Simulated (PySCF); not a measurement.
Bi(Me)2 (C2H6Bi), SMILES [Bi+]([CH3])[CH3] (connectivity only; charge and spin as stated), charge +1, multiplicity 1. Atoms are numbered in the order given.

```xyz
9

Bi     0.0000     0.0000     0.2899
C      1.6395    -0.0062    -1.2517
H      1.6697     1.0139    -1.6764
H      2.6046    -0.2497    -0.7893
H      1.3802    -0.7111    -2.0566
C     -1.6395     0.0062    -1.2517
H     -1.3802     0.7111    -2.0566
H     -1.6697    -1.0139    -1.6764
H     -2.6046     0.2497    -0.7893
```
Charge +1, spin multiplicity 1.

Coordinates come from a B3LYP-D3(BJ)/def2-SVP optimisation. The multiplicity is an assumed one; other spin states were not compared. The isomer is the one that the SMILES or the coordinates give; other isomers of the formula were not compared. The def2 effective core potentials stand for the cores of Bi; spin–orbit coupling is left out.

Calculation: B3LYP-D3(BJ)/def2-SVP (PySCF).

Frequencies are harmonic and unscaled.

| mode | ν (cm⁻¹) | IR (km/mol) | Raman (Å⁴/amu) | depolarisation | moving atoms (share of kinetic energy) |
|---|---|---|---|---|---|
| 1 | 55 | 0.4 | 0.0 | – | H 95 % |
| 2 | 56 | 0.2 | 0.7 | 0.70 | H 98 % |
| 3 | 162 | 0.0 | 6.1 | 0.73 | C 62 %, H 32 % |
| 4 | 472 | 9.5 | 22.4 | 0.75 | C 76 %, H 18 % |
| 5 | 477 | 4.6 | 41.9 | 0.13 | C 77 %, H 16 % |
| 6 | 602 | 1.1 | 2.0 | 0.75 | H 88 %, C 12 % |
| 7 | 652 | 0.0 | 3.9 | 0.51 | H 87 %, C 13 % |
| 8 | 732 | 4.9 | 0.4 | 0.75 | H 88 %, C 12 % |
| 9 | 829 | 15.5 | 3.6 | 0.58 | H 82 %, C 18 % |
| 10 | 1194 | 5.7 | 3.6 | 0.75 | H 85 %, C 15 % |
| 11 | 1207 | 1.2 | 7.8 | 0.03 | H 85 %, C 14 % |
| 12 | 1386 | 6.6 | 4.6 | 0.75 | H 95 % |
| 13 | 1389 | 5.4 | 27.2 | 0.73 | H 94 % |
| 14 | 1406 | 9.8 | 19.5 | 0.72 | H 94 % |
| 15 | 1410 | 39.5 | 0.3 | 0.75 | H 95 % |
| 16 | 3017 | 16.5 | 20.6 | 0.75 | H 97 % |
| 17 | 3021 | 8.4 | 304.5 | 0.01 | H 97 % |
| 18 | 3122 | 0.0 | 46.5 | 0.51 | H 91 %, C 9 % |
| 19 | 3123 | 2.6 | 85.5 | 0.75 | H 91 %, C 9 % |
| 20 | 3186 | 1.6 | 28.7 | 0.75 | H 90 %, C 10 % |
| 21 | 3186 | 10.6 | 136.6 | 0.70 | H 90 %, C 10 % |
